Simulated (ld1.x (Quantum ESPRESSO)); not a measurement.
# Pseudopotential generation for K: PAW, PBE, fully relativistic.

Input for ld1.x (Quantum ESPRESSO) 7.5:

```
&input
   title='K', zed=19., rel=2, dft='PBE', iswitch=3,
   config='[Ar] 3d1 4s0 4p0', rel_dist='average',
   nld=5, rlderiv=5.00, eminld=-2.0, emaxld=5.0, deld=0.02
 /
 &inputp
   pseudotype=3, lpaw=.true., tm=.true., lloc=-1, rcloc=4.35,
   nlcc=.true., new_core_ps=.true.,
   which_augfun='BESSEL', rmatch_augfun=2.30,
   file_pseudopw='K.UPF', file_wfcaegen='ae.wfc', file_wfcncgen='nc.wfc', file_beta='beta', file_chi='chi', file_wfcusgen='us.wfc'
 /
6
4S  1  0   0.00   0.00  2.70  3.35  0.0
4S  1  0   0.00   0.15  2.70  3.35  0.0
4P  2  1   0.00   0.00  3.10  4.10  0.0
4P  2  1   0.00   2.65  3.10  4.10  0.0
3D  3  2   1.00   0.00  3.35  4.60  0.0
3D  3  2   0.00   0.30  3.35  4.60  0.0
 &test
   configts(1)='3d1 4s0 4p0'
 /
```

Command:

```bash
ld1.x < K.in > K.out
```

The program printed (shortened: banner, matrices, multipoles, cross overlaps and the repeated all-electron block are left out):

```
Program LD1 v.7.5
     --------------------------- All-electron run ----------------------------

     K
     dirac relativistic calculation

     atomic number is 19.00
     dft =PBE   lsd =0 sic =0 latt =0  beta=0.20 tr2=1.0E-14
     Exchange-correlation= PBE
                           (   1   4   3   4   0   0   0)
     mesh =1165 r(mesh) = 100.03909 a.u. xmin = -7.00 dx = 0.01250
     1 Ry =  13.60569312 eV, c = 137.03599908

     n l j   nl                  e(Ry)          e(Ha)          e(eV)
     Spin orbit split results
     1 0 0.5 1S 1( 2.00)      -258.9667      -129.4834     -3523.4219
     2 0 0.5 2S 1( 2.00)       -26.0824       -13.0412      -354.8693
     2 1 0.5 2P 1( 2.00)       -20.8383       -10.4192      -283.5201
     2 1 1.5 2P 1( 4.00)       -20.6257       -10.3129      -280.6274
     3 0 0.5 3S 1( 2.00)        -2.7062        -1.3531       -36.8197
     3 1 0.5 3P 1( 2.00)        -1.5049        -0.7524       -20.4752
     3 1 1.5 3P 1( 4.00)        -1.4853        -0.7427       -20.2087
     3 2 1.5 3D 1( 0.40)        -0.0461        -0.0231        -0.6277
     3 2 2.5 3D 1( 0.60)        -0.0460        -0.0230        -0.6265
     4 0 0.5 4S 1( 0.00)        -0.2275        -0.1138        -3.0959
     4 1 0.5 4P 1( 0.00)        -0.1099        -0.0549        -1.4948
     4 1 1.5 4P 1( 0.00)        -0.1093        -0.0547        -1.4871
     Averaged results
     1 0     1S 1( 2.00)      -258.9667      -129.4834     -3523.4219
     2 0     2S 1( 2.00)       -26.0824       -13.0412      -354.8693
     2 1     2P 1( 6.00)       -20.6966       -10.3483      -281.5916
     3 0     3S 1( 2.00)        -2.7062        -1.3531       -36.8197
     3 1     3P 1( 6.00)        -1.4918        -0.7459       -20.2975
     3 2     3D 1( 1.00)        -0.0461        -0.0230        -0.6270
     4 0     4S 1( 0.00)        -0.2275        -0.1138        -3.0959
     4 1     4P 1( 0.00)        -0.1095        -0.0547        -1.4897

     final scf error:  6.2E-15 reached in  35 iterations

     Etot =   -1204.001495 Ry,    -602.000747 Ha,  -16381.274858 eV

     Ekin =    1212.346423 Ry,     606.173211 Ha,   16494.813388 eV
     Encl =   -2864.564918 Ry,   -1432.282459 Ha,  -38974.391204 eV
     Eh   =     514.900640 Ry,     257.450320 Ha,    7005.580090 eV
     Exc  =     -66.683639 Ry,     -33.341820 Ha,    -907.277131 eV

     normalization and overlap integrals

     s(1S/1S) =  1.000000  <r> =   0.0810  <r2> =    0.0088  r(max) =   0.0533
     s(2S/2S) =  1.000000  <r> =   0.3875  <r2> =    0.1781  r(max) =   0.3184
     s(2P/2P) =  1.000000  <r> =   0.3489  <r2> =    0.1510  r(max) =   0.2607
     s(2P/2P) =  1.000000  <r> =   0.3513  <r2> =    0.1530  r(max) =   0.2640
     s(3S/3S) =  1.000000  <r> =   1.2691  <r2> =    1.8657  r(max) =   1.0839
     s(3P/3P) =  1.000000  <r> =   1.4284  <r2> =    2.4255  r(max) =   1.1538
     s(3P/3P) =  1.000000  <r> =   1.4371  <r2> =    2.4554  r(max) =   1.1538
     s(3D/3D) =  1.000000  <r> =   8.1291  <r2> =   84.4800  r(max) =   7.7142
     s(3D/3D) =  1.000000  <r> =   8.1490  <r2> =   84.8143  r(max) =   7.7142
     s(4S/4S) =  1.000000  <r> =   4.8431  <r2> =   27.3930  r(max) =   3.8308
     s(4P/4P) =  1.000000  <r> =   7.1629  <r2> =   59.4601  r(max) =   6.0078
     s(4P/4P) =  1.000000  <r> =   7.1934  <r2> =   59.9349  r(max) =   6.0078

     ------------------------ End of All-electron run ------------------------

     --------------------- Generating PAW atomic setup --------------------

      Generating local potential from pseudized AE potential:
      Matching radius rcloc =   4.3500

      Local pseudo, rcloc= 4.395 Estimated cut-off energy=     1.37 Ry

      Computing core charge for nlcc:

       r > 3.38 : true rho core
      Core charge pseudized with two Bessel functions
      Integrated core pseudo-charge :   2.00

     Fully relativistic calculation: |psi|^2

     Wfc 4S LC norm =  0.99998870 SC norm =  0.00001070 missing  0.00000060
     Speed at rcutus      0.286 a.u.,  v/c =  0.002084,  (v/c)^2 =  0.00000435

     Wfc 4P LC norm =  0.99999518 SC norm =  0.00000473 missing  0.00000009
     Speed at rcutus      0.179 a.u.,  v/c =  0.001306,  (v/c)^2 =  0.00000171

     Wfc 4P LC norm =  0.99999522 SC norm =  0.00000366 missing  0.00000113
     Speed at rcutus      0.178 a.u.,  v/c =  0.001298,  (v/c)^2 =  0.00000168

     Wfc 3D LC norm =  0.99999305 SC norm =  0.00000659 missing  0.00000037
     Speed at rcutus      0.131 a.u.,  v/c =  0.000956,  (v/c)^2 =  0.00000091

     Wfc 3D LC norm =  0.99999311 SC norm =  0.00000555 missing  0.00000133
     Speed at rcutus      0.131 a.u.,  v/c =  0.000954,  (v/c)^2 =  0.00000091
      Wfc-us  4S rcutus= 3.339  Estimated cut-off energy=    10.90 Ry
      Wfc-us  4S rcutus= 3.339  Estimated cut-off energy=     4.34 Ry
      Wfc-us  4P rcutus= 4.078  Estimated cut-off energy=     4.29 Ry
      Wfc-us  4P rcutus= 4.078  Estimated cut-off energy=     4.28 Ry
      Wfc-us  4P rcutus= 4.078  Estimated cut-off energy=     4.70 Ry
      Wfc-us  4P rcutus= 4.078  Estimated cut-off energy=     4.68 Ry
      Wfc-us  3D rcutus= 4.621  Estimated cut-off energy=     5.13 Ry
      Wfc-us  3D rcutus= 4.621  Estimated cut-off energy=     5.13 Ry
      Wfc-us  3D rcutus= 4.621  Estimated cut-off energy=     9.92 Ry
      Wfc-us  3D rcutus= 4.621  Estimated cut-off energy=     9.91 Ry

     Required augmentation: BESSEL   radius:    2.300000
     Suggested rho cutoff for augmentation:  18.39 Ry

     Estimated PAW energy =  -66.613746 Ryd

     ------------------- End of pseudopotential generation -------------------

     Computing logarithmic derivative in   5.01198

       Warning: n=1, l=0 expected 0 nodes, found 1
       Setting wfc to zero for this iteration
       (This warning will only be printed once per wavefunction)

       Zero norm: self consistency problem; state:  3 (l=  0, j=0.5)
     Computing logarithmic derivative in   5.01198
     Computing the partial wave expansion
     R is outside the sphere for l=    0 j= 0.50
     R is outside the sphere for l=    0 j= 0.50
     R is outside the sphere for l=    1 j= 0.50
     R is outside the sphere for l=    1 j= 0.50
     R is outside the sphere for l=    1 j= 1.50
     R is outside the sphere for l=    1 j= 1.50
     R is outside the sphere for l=    2 j= 1.50
     R is outside the sphere for l=    2 j= 1.50
     R is outside the sphere for l=    2 j= 2.50
     R is outside the sphere for l=    2 j= 2.50

     ---------------------- Testing the pseudopotential ----------------------

     K
     dirac relativistic calculation

     atomic number is 19.00   valence charge is  1.00
     dft = SLA  PW   PBX  PBC   lsd =0 sic =0 latt =0  beta=0.20 tr2=1.0E-14
     mesh =1165 r(mesh) = 100.03909 xmin = -7.00 dx = 0.01250

     n l  j  nl             e AE (Ry)       e PS (Ry)    De AE-PS (Ry)
     3 2 1.5 3D   1( 0.40)       -0.04613       -0.04613       -0.00000
     3 2 2.5 3D   1( 0.60)       -0.04604       -0.04604        0.00000
     1 0 0.5 4S   1( 0.00)       -0.22755       -0.22755        0.00000
     2 1 0.5 4P   1( 0.00)       -0.10986       -0.10986       -0.00000
     2 1 1.5 4P   1( 0.00)       -0.10930       -0.10930       -0.00000

     eps = 3.1E-16  iter =  3

     Etot =   -1204.001495 Ry,    -602.000747 Ha,  -16381.274858 eV
     Etotps =   -66.613746 Ry,     -33.306873 Ha,    -906.326181 eV

     Ekin =       0.519476 Ry,       0.259738 Ha,       7.067836 eV
     Encl =      -0.562825 Ry,      -0.281413 Ha,      -7.657626 eV
     Ehrt =       0.113242 Ry,       0.056621 Ha,       1.540742 eV
     Ecxc =     -66.683639 Ry,     -33.341820 Ha,    -907.277133 eV
     (Ecc =      -1.046712 Ry,      -0.523356 Ha,     -14.241242 eV)

     ---------------------- End of pseudopotential test ----------------------
```

Generation and configuration tests took about 1.6 s on one core of a shared server CPU.

Transferability test of the new file with ld1.x, input:

```
&input
   title='K', zed=19., rel=2, dft='PBE', iswitch=2,
   config='[Ar] 3d1 4s0 4p0', rel_dist='average'
 /
 &test
   file_pseudo='K.UPF', nconf=5,
   configts(1)='3d1 4s0 4p0',
   configts(2)='3d0 4s1 4p0',
   configts(3)='3d0 4s0.5 4p0',
   configts(4)='3d0 4s0 4p1',
   configts(5)='3d0.5 4s0.5 4p0'
 /
```

```bash
ld1.x < K.test.in > K.test.out
```

Pseudopotential blocks of its output, shortened (energy terms left out; the distinct warnings before each block abridged to one line each):

```
     Warning: n=1, l=0 expected 0 nodes, found 1
     ---------------------- Testing the pseudopotential ----------------------

     n l  j  nl             e AE (Ry)       e PS (Ry)    De AE-PS (Ry)
     3 2 1.5 3D   1( 0.40)       -0.04613       -0.04613       -0.00000
     3 2 2.5 3D   1( 0.60)       -0.04604       -0.04604        0.00000
     1 0 0.5 4S   1( 0.00)       -0.22755       -0.22755        0.00000
     2 1 0.5 4P   1( 0.00)       -0.10986       -0.10986       -0.00000
     2 1 1.5 4P   1( 0.00)       -0.10930       -0.10930       -0.00000

     eps = 2.9E-16  iter =  3

     Etot =   -1204.001495 Ry,    -602.000747 Ha,  -16381.274858 eV
     Etotps =   -66.613746 Ry,     -33.306873 Ha,    -906.326181 eV

     ---------------------- End of pseudopotential test ----------------------
```

The test run then stopped with an error in new_paw_hamiltonian: “negative rho”.
